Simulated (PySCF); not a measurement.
fluoroethane cation (C₂H₅F), SMILES CCF (connectivity only; charge and spin as stated), charge +1, multiplicity 2.

Coordinates come from a PBE0-D3(BJ)/def2-TZVP optimisation. The multiplicity is an assumed one; other spin states were not compared.

Level of theory: SMD-M06-2X/6-31G* (PySCF).

Solvation free energies are E(SMD) − E(gas) at the gas-phase geometry, for 1 M in both phases.

**Question.** Estimate the solvation free energies in water, diethylether, benzene. (An estimate is asked for; the answer gives what the named calculation found.)

**Answer.** 
```json
[
 {"solvent": "water", "ΔG(solv) (kcal/mol)": "-75.3", "its non-electrostatic (CDS) part": "2.7"},
 {"solvent": "diethylether", "ΔG(solv) (kcal/mol)": "-60.3", "its non-electrostatic (CDS) part": "-0.7"},
 {"solvent": "benzene", "ΔG(solv) (kcal/mol)": "-44.1", "its non-electrostatic (CDS) part": "-0.8"}
]
```
